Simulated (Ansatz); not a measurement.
```csv
atom,x (Å),y (Å),z (Å)
C,0.0000,0.0000,0.0000
H,1.1776,0.0000,0.0000
H,-0.5888,1.0198,0.0000
H,-0.5888,-1.0198,0.0000
```

Basis set: cc-pVDZ (spherical functions). Frozen core: 1 orbital. Charge 0, multiplicity 2.

Computed with Ansatz (development build ahead of 0.2.0); each method stands on the lowest determinant of its kind that the runs found.

Q: Give the atomization energy at this shape (free ground-state atoms in the same class of orbitals less the molecule, no zero-point energy) of doublet CH₃ by UHF-MP2, UHF.

A:

```tsv
method	atomization energy
UHF-MP2	1157.5 kJ/mol
UHF	952.3 kJ/mol
```

Caution: the shape is not the minimum.
